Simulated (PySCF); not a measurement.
# Correlation energy of Pr³¹⁺ (praseodymium, charge +31)

Starting occupation: [Ar] 3d10. Calculation: PySCF 2.14, in an even-tempered Gaussian basis (19 s from 1.8 bohr⁻², ratio 2.6; 15 p from 2.3 bohr⁻², ratio 2.6; 10 d from 2.3 bohr⁻², ratio 2.6; 6 f from 2.4 bohr⁻², ratio 2.8); X2C-1e with screened-nucleus spin-orbit coupling, Gaussian nucleus. Frozen: [Ar]; 10 electrons correlated; the 100 highest virtual spinors left out.

MP2 pair energies summed by pair of shells (mhartree):

```csv
pair,energy,share (%)
3d3/2-3d5/2,-187.54,49.7
3d5/2-3d5/2,-132.44,35.1
3d3/2-3d3/2,-57.11,15.1
```

Total MP2 correlation energy: -377.09 mhartree.

The virtual space was cut to 70 spinors, which keep -372.26 of the -377.09 mhartree of MP2 correlation.

| level | correlation energy (mhartree) |
| --- | --- |
| CCSD | -367.45 |
| (T) | -0.29 |
| CCSD(T) | -367.74 |

Diagnostics: T1 = 8.4e-05, largest double amplitude 0.007.

Cost of the coupled-cluster step: 71 s of wall time on 1 thread of Neoverse-V2 (shared host), for 10 occupied and 70 virtual spinors.

At this charge the one-electron X2C treatment keeps the bare 1/r₁₂, with no two-electron picture change or Breit term. The effect here is smaller than on the frozen 1s shell.
